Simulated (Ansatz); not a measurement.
An input meant for the cluster GeF₂⁺ (charge 1, quartet).

```yaml
crystal:
  periodic: [false, false, false]
  atoms:
    - {symbol: Ge, position_ang: [-0.484971, -0.334296, -0.011863]}
    - {symbol: F, position_ang: [1.070014, -1.035397, 0.062952]}
    - {symbol: F, position_ang: [-0.585043, 1.369693, -0.051098]}
basis:
  gaussian: {orbitals: ANO-RCC-VTZP, nuclear_model: gaussian}
total_charge: 1
magnetization: {spin_polarized: true, initial_magnetization: 3}
hamiltonian: {xc: {name: M06-2X}}
scf: {omitted_lower_state_checks: [starts]}
```

```sh
$ ansatz run in.yaml --threads 4 --pin off --events-out ev --progress --plain --max-ram 3916MiB
```

Shortened log:

```
Error: YAML parse error: error: line 11 column 19: hamiltonian.xc: no functional is named "M06-2X"; the names, which are not case-sensitive, are SVWN5, SPW92, PBE, PBE0, PBEsol, revPBE, revPBE0, RPBE, rPW86-PBE, HSE06, wPBEh, LC-wPBE, HISS, HF, BLYP, B3LYP, B3LYP5, BHLYP, CAM-B3LYP, r2SCAN, r2SCANh, r2SCAN0, r2SCAN50, m-r2SCAN, B97, wB97, wB97X, wB97X-V, B97M-V, wB97M-V, B2PLYP, B2GP-PLYP, PBE0-DH, PBE-QIDH
 9 | total_charge: 1
10 | magnetization: {spin_polarized: true, initial_magnetization: 3}
11 | hamiltonian: {xc: {name: M06-2X}}
12 | scf: {omitted_lower_state_checks: [starts]}
```

In this input the method's name isn't one that the program takes here. The input was rejected before any iteration.
